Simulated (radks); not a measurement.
The numbers below are computed, except where a source is named.
Tb27+, 38 electrons, occupied as [Kr] 4d2. Code: a radial shooting solver on a logarithmic mesh with Libxc functionals. Model: scalar-relativistic Kohn-Sham, PBE, spin-unpolarised, spherical densities, point nucleus.

Unscreened Slater integrals over Kohn-Sham orbitals (hartree). Empty in this configuration: 5s.

\begin{tabular}{lr}
integral & value \\ \hline
F0(4d,4d) & 1.7246 \\
F2(4d,4d) & 0.88383 \\
F4(4d,4d) & 0.60186 \\
F0(4d,4p) & 1.7332 \\
F2(4d,4p) & 0.89438 \\
G1(4d,4p) & 1.1190 \\
G3(4d,4p) & 0.71535 \\
F0(4d,4s) & 1.7587 \\
G2(4d,4s) & 0.88366 \\
F0(4d,3d) & 2.2224 \\
F2(4d,3d) & 0.62990 \\
F4(4d,3d) & 0.31241 \\
G0(4d,3d) & 0.20233 \\
G2(4d,3d) & 0.25407 \\
G4(4d,3d) & 0.19928 \\
F0(4d,5s) & 1.2035 \\
G2(4d,5s) & 0.13848 \\
F0(4p,4p) & 1.7458 \\
F2(4p,4p) & 0.91581 \\
F0(4p,4s) & 1.7714 \\
G1(4p,4s) & 1.2036 \\
F0(4p,3d) & 2.2205 \\
F2(4p,3d) & 0.61813 \\
G1(4p,3d) & 0.20031 \\
G3(4p,3d) & 0.20111 \\
F0(4p,5s) & 1.2068 \\
G1(4p,5s) & 0.12257 \\
F0(4s,4s) & 1.7991 \\
F0(4s,3d) & 2.2661 \\
G2(4s,3d) & 0.20658 \\
F0(4s,5s) & 1.2144 \\
G0(4s,5s) & 0.089993 \\
F0(3d,3d) & 4.2399 \\
F2(3d,3d) & 2.1555 \\
F4(3d,3d) & 1.3855 \\
F0(3d,5s) & 1.3741 \\
G2(3d,5s) & 0.066423 \\
F0(5s,5s) & 1.0145 \\
\end{tabular}

Derived for the open shells (J is the average intra-shell exchange parameter used in DFT+U). 4d: Racah B = F2/49 - 5 F4/441 = 0.01121 hartree, C = 35 F4/441 = 0.04777 hartree, C/B = 4.26, F4/F2 = 0.681, J = (F2 + F4)/14 = 0.1061 hartree.
